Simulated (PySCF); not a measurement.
PySCF input for C4H7FO, SMILES [C@H]1(F)[C@](O)(C1)C, PBE-D3(BJ)/def2-SVP. The structure is a stationary point at PBE-D3(BJ)/def2-SVP. The structure was generated by enumeration; whether it is a known compound was not checked. Other conformers were not sampled.

```python
import numpy as np
from pyscf import gto, scf, dft, df
from pyscf.hessian import thermo

mol = gto.M(
    atom='''
    C     1.52464947    0.53780570    0.39284605
    C     0.05105958    0.21381303    0.49072159
    O    -0.42049622   -0.09069993    1.77716207
    C    -0.93316139    0.86124928   -0.48704106
    C    -0.59342661   -0.60350774   -0.58871272
    F     0.17155630   -1.02455048   -1.64634040
    H     1.84888493    0.62550011   -0.66126684
    H     2.11611590   -0.26747344    0.87335914
    H     1.75538213    1.49418666    0.90831158
    H    -0.39894434    0.74036842    2.28900266
    H    -0.51795943    1.52444707   -1.26228017
    H    -1.93497543    1.12569075   -0.11477654
    H    -1.34326690   -1.35232727   -0.27946609
    ''',
    basis='def2-SVP',
    charge=0,
    spin=0,
    max_memory=1600,
    verbose=3,
)
mf = dft.RKS(mol, xc='pbe').density_fit(auxbasis='def2-universal-jkfit')
mf.disp = 'd3bj'
mf.grids.level = 3
mf.conv_tol = 1e-11
mf.max_cycle = 100
mf.kernel()

# [left out here: the lines that compute and print the analytic Hessian (its translational invariance restored by hand, since the grid's response is missing), thermochemistry and intensities]
```

Output:

```
[...]
      11   H                -0.09 -0.02 -0.16   -0.24 -0.26 -0.39   -0.02  0.14  0.01
      12   H                -0.05  0.05 -0.06   -0.15  0.09 -0.18   -0.28  0.05 -0.31
Mode                                15                  16                  17
Irrep
Freq [cm^-1]                     1045.5354           1064.5717           1145.4183
Reduced mass [au]                   1.6093              1.8467              2.9401
Force const [Dyne/A]                1.0365              1.2331              2.2727
Char temp [K]                    1504.2927           1531.6817           1648.0019
Normal mode                   x     y     z       x     y     z       x     y     z
       0   C                 0.01 -0.09 -0.02    0.04  0.02  0.05    0.01 -0.03  0.02
       1   C                -0.01  0.09  0.03   -0.05 -0.01 -0.04   -0.05  0.05 -0.05
       2   O                 0.01  0.02 -0.02    0.00 -0.01  0.02   -0.00 -0.01  0.03
       3   C                 0.04 -0.06  0.02    0.06  0.11 -0.00   -0.01  0.00  0.04
       4   C                -0.06  0.04 -0.06   -0.05 -0.11 -0.01    0.12 -0.03 -0.12
       5   F                 0.00 -0.00  0.00   -0.00  0.02  0.01   -0.07  0.01  0.08
       6   H                 0.02  0.20  0.01   -0.12 -0.05 -0.01   -0.04  0.07  0.01
       7   H                 0.29  0.18  0.08    0.10 -0.02 -0.09    0.15  0.04 -0.03
       8   H                -0.39  0.02 -0.03    0.18  0.05 -0.08   -0.01  0.05 -0.10
       9   H                -0.10 -0.14  0.24    0.04  0.05 -0.08    0.05  0.06 -0.09
      10   H                 0.06  0.03  0.12   -0.11  0.27  0.03    0.03 -0.15 -0.07
      11   H                -0.03 -0.13 -0.10   -0.13 -0.26 -0.24    0.02  0.13  0.03
      12   H                 0.23 -0.11  0.27    0.21 -0.30  0.23    0.15 -0.15 -0.37
Mode                                18                  19                  20
Irrep
Freq [cm^-1]                     1202.6399           1263.8848           1295.2143
Reduced mass [au]                   1.6834              2.0945              1.3891
Force const [Dyne/A]                1.4345              1.9712              1.3730
Char temp [K]                    1730.3310           1818.4488           1863.5250
Normal mode                   x     y     z       x     y     z       x     y     z
       0   C                 0.01 -0.03  0.03   -0.01  0.00  0.02    0.02 -0.01 -0.02
       1   C                -0.01  0.08 -0.12    0.17  0.02 -0.10    0.05  0.07  0.04
       2   O                -0.02 -0.05  0.06   -0.02  0.01  0.04   -0.02 -0.04  0.00
       3   C                 0.01 -0.04  0.03   -0.03  0.01  0.01    0.02 -0.02 -0.02
       4   C                -0.01 -0.00  0.02   -0.01 -0.05 -0.02   -0.06  0.05  0.06
       5   F                 0.02  0.01 -0.02   -0.00  0.01  0.01    0.00 -0.02 -0.01
       6   H                -0.12  0.07 -0.00   -0.28 -0.08 -0.07   -0.14  0.04 -0.06
       7   H                 0.11  0.01 -0.05   -0.19 -0.14 -0.01   -0.13 -0.02  0.13
       8   H                -0.05  0.07 -0.12   -0.24  0.04  0.03   -0.17 -0.01  0.08
       9   H                 0.15  0.21 -0.35   -0.11 -0.14  0.29    0.18  0.24 -0.44
      10   H                 0.08 -0.09  0.04   -0.00  0.11  0.11   -0.00  0.10  0.07
      11   H                 0.00 -0.06  0.01   -0.11  0.09 -0.23   -0.01 -0.04 -0.06
      12   H                -0.27  0.38  0.28   -0.08 -0.01 -0.10    0.17 -0.36 -0.37
Mode                                21                  22                  23
Irrep
Freq [cm^-1]                     1333.8030           1352.1733           1403.3594
Reduced mass [au]                   1.2102              1.6185              1.0505
Force const [Dyne/A]                1.2685              1.7436              1.2189
Char temp [K]                    1919.0455           1945.4764           2019.1218
Normal mode                   x     y     z       x     y     z       x     y     z
       0   C                 0.00 -0.01 -0.02   -0.14 -0.03  0.01    0.01 -0.04  0.01
       1   C                 0.00  0.01  0.07    0.10  0.03 -0.02    0.01 -0.03  0.01
       2   O                 0.00 -0.01 -0.02   -0.01 -0.01  0.01    0.00  0.01 -0.00
       3   C                 0.03 -0.05  0.02   -0.01 -0.00  0.00   -0.01  0.01 -0.01
       4   C                 0.02 -0.05 -0.05   -0.02 -0.00  0.02   -0.01 -0.00  0.00
       5   F                -0.00  0.01  0.01    0.00 -0.00 -0.00    0.00 -0.00 -0.00
       6   H                -0.03  0.08 -0.02    0.41  0.07  0.18   -0.04  0.66  0.05
       7   H                -0.05  0.06  0.15    0.32  0.21 -0.13   -0.33 -0.14  0.23
       8   H                 0.03 -0.05  0.05    0.36 -0.06 -0.14    0.19  0.20 -0.49
       9   H                 0.07  0.07 -0.14    0.01  0.02 -0.03   -0.03 -0.02  0.04
      10   H                -0.52  0.28 -0.01   -0.03  0.08  0.05    0.05 -0.02 -0.00
      11   H                 0.03  0.49 -0.30   -0.05  0.04 -0.12   -0.01 -0.04  0.03
      12   H                -0.10  0.16  0.17   -0.01 -0.08 -0.13    0.00 -0.01  0.01
Mode                                24                  25                  26
Irrep
Freq [cm^-1]                     1404.1293           1464.8294           2968.1406
Reduced mass [au]                   1.1738              2.3972              1.0385
Force const [Dyne/A]                1.3635              3.0307              5.3903
Char temp [K]                    2020.2294           2107.5633           4270.4935
Normal mode                   x     y     z       x     y     z       x     y     z
       0   C                -0.02 -0.02 -0.05    0.02  0.00  0.00   -0.05 -0.02 -0.01
       1   C                 0.04  0.02  0.02   -0.08 -0.05 -0.14    0.00 -0.00 -0.00
       2   O                -0.00 -0.00  0.00    0.00  0.02  0.02   -0.00 -0.00  0.00
       3   C                -0.03  0.05 -0.01    0.04 -0.06  0.03   -0.00  0.00  0.00
       4   C                 0.00 -0.05 -0.04    0.00  0.10  0.09    0.00  0.00  0.00
       5   F                -0.00  0.01  0.01    0.00 -0.01 -0.01    0.00  0.00 -0.00
       6   H                -0.30  0.10 -0.11   -0.20  0.06 -0.05    0.12  0.03 -0.41
       7   H                 0.06  0.36  0.49    0.07  0.16  0.20    0.27 -0.39  0.22
       8   H                 0.30 -0.27  0.31    0.25 -0.09  0.08    0.14  0.61  0.33
       9   H                 0.02  0.02 -0.03   -0.08 -0.10  0.19   -0.00  0.00  0.00
      10   H                 0.19 -0.10 -0.02   -0.17  0.08  0.05   -0.00 -0.00  0.00
      11   H                -0.04 -0.15  0.11    0.04  0.12 -0.14    0.00 -0.00 -0.00
      12   H                -0.07  0.06  0.08    0.11 -0.10 -0.17    0.00  0.00 -0.00
Mode                                27                  28                  29
Irrep
Freq [cm^-1]                     3052.7150           3062.7465           3087.1263
Reduced mass [au]                   1.1017              1.0551              1.1007
Force const [Dyne/A]                6.0491              5.8315              6.1806
Char temp [K]                    4392.1772           4406.6103           4441.6875
Normal mode                   x     y     z       x     y     z       x     y     z
       0   C                -0.02  0.08  0.02    0.00 -0.00  0.00    0.00 -0.02  0.08
       1   C                 0.00  0.00  0.00    0.00 -0.00  0.00    0.00 -0.00  0.00
       2   O                 0.00 -0.00 -0.00    0.00 -0.00  0.00   -0.00  0.00 -0.00
       3   C                -0.00  0.00 -0.00   -0.03  0.05 -0.02    0.00 -0.00  0.00
       4   C                -0.00 -0.00 -0.00    0.00  0.00 -0.00    0.02  0.02 -0.01
       5   F                 0.00 -0.00 -0.00    0.00 -0.00 -0.00    0.00 -0.00 -0.00
       6   H                 0.06  0.03 -0.22    0.01  0.00 -0.03    0.23  0.06 -0.74
       7   H                 0.36 -0.49  0.30   -0.03  0.05 -0.03   -0.21  0.30 -0.17
       8   H                -0.13 -0.53 -0.29    0.00  0.01  0.01   -0.03 -0.14 -0.06
       9   H                 0.00 -0.00 -0.00   -0.00 -0.00 -0.00    0.00  0.00  0.00
      10   H                -0.01 -0.02  0.03   -0.27 -0.41  0.48    0.02  0.03 -0.04
      11   H                 0.03 -0.01 -0.01    0.62 -0.15 -0.24   -0.05  0.01  0.02
      12   H                -0.00 -0.00  0.00   -0.04 -0.04  0.02   -0.22 -0.22  0.09
Mode                                30                  31                  32
Irrep
Freq [cm^-1]                     3089.3120           3168.0720           3672.9434
Reduced mass [au]                   1.0935              1.1199              1.0661
Force const [Dyne/A]                6.1490              6.6224              8.4739
Char temp [K]                    4444.8322           4558.1502           5284.5479
Normal mode                   x     y     z       x     y     z       x     y     z
       0   C                -0.00  0.01 -0.03    0.00 -0.00 -0.00    0.00  0.00  0.00
       1   C                -0.00  0.00 -0.00   -0.00  0.00 -0.00   -0.00 -0.00 -0.00
       2   O                -0.00 -0.00  0.00   -0.00 -0.00  0.00   -0.00 -0.05 -0.03
       3   C                -0.00 -0.00  0.01    0.07  0.02 -0.06   -0.00 -0.00  0.00
       4   C                 0.05  0.05 -0.02    0.00  0.00 -0.00    0.00  0.00  0.00
       5   F                -0.00 -0.00 -0.00   -0.00  0.00  0.00    0.00  0.00 -0.00
       6   H                -0.08 -0.02  0.27   -0.01 -0.00  0.02   -0.00 -0.00  0.00
       7   H                 0.08 -0.11  0.06    0.00 -0.00  0.00    0.00 -0.00 -0.00
       8   H                 0.01  0.05  0.02    0.00  0.01  0.00    0.00 -0.00 -0.00
       9   H                -0.00 -0.00  0.00    0.00  0.00  0.00    0.02  0.82  0.52
      10   H                 0.02  0.03 -0.04   -0.25 -0.40  0.46   -0.00  0.00  0.00
      11   H                 0.01 -0.00 -0.00   -0.61  0.16  0.23    0.00  0.00 -0.00
      12   H                -0.61 -0.61  0.25   -0.03 -0.03  0.01    0.00  0.00  0.00
temperature 298.1500 [K]
pressure 101325.00 [Pa]
Rotational constants [GHz] 5.23584 2.99980 2.54916
Symmetry number 1
Zero-point energy (ZPE) 0.10241 [Eh]   268882.582 [J/mol]
                           tot       elec      trans        rot        vib
Entropy [J/mol/K]       327.457      0.000    164.880    110.823     51.755
Cv [J/mol/K]            101.882      0.000     12.472     12.472     76.938
Cp [J/mol/K]            110.196      0.000     20.786     12.472     76.938
Internal energy [J/mol]                      3718.434   3718.434 278688.405
Internal energy [Eh]   -330.93108  -331.04006
Enthalpy [J/mol]                             6197.391   3718.434 278688.405
Enthalpy [Eh]          -330.93014
Gibbs free energy [J/mol]                  -42961.445 -29323.347 263257.685
Gibbs free energy [Eh] -330.96733
mode   freq/cm-1   IR/(km/mol)
   1      194.14         0.292
   2      201.52         4.308
   3      247.48         4.577
   4      313.27        77.357
   5      373.25         7.280
   6      402.48        26.640
   7      453.20         9.192
   8      504.77         2.554
   9      709.17         6.236
  10      807.85        11.313
  11      865.23        13.068
  12      883.87         3.412
  13      943.76         7.178
  14      961.91         5.904
  15     1015.14        31.395
  16     1045.54        15.164
  17     1064.57        11.604
  18     1145.42       113.173
  19     1202.64        83.904
  20     1263.88        12.384
  21     1295.21        19.142
  22     1333.80         2.326
  23     1352.17        17.467
  24     1403.36         4.677
  25     1404.13         4.515
  26     1464.83        33.303
  27     2968.14        25.294
  28     3052.71        14.922
  29     3062.75         1.263
  30     3087.13         5.808
  31     3089.31        11.182
  32     3168.07         1.830
  33     3672.94        13.911
max |gradient| / (hartree/bohr): 0.000261779352814087
APT charges: [-0.0045  0.438  -0.5608 -0.1992  0.5289 -0.4681  0.0226 -0.0069 -0.0245
  0.2312  0.0284  0.0199 -0.005 ]
```

The run converged.

Cost: about 4 core-minutes (a rough figure).
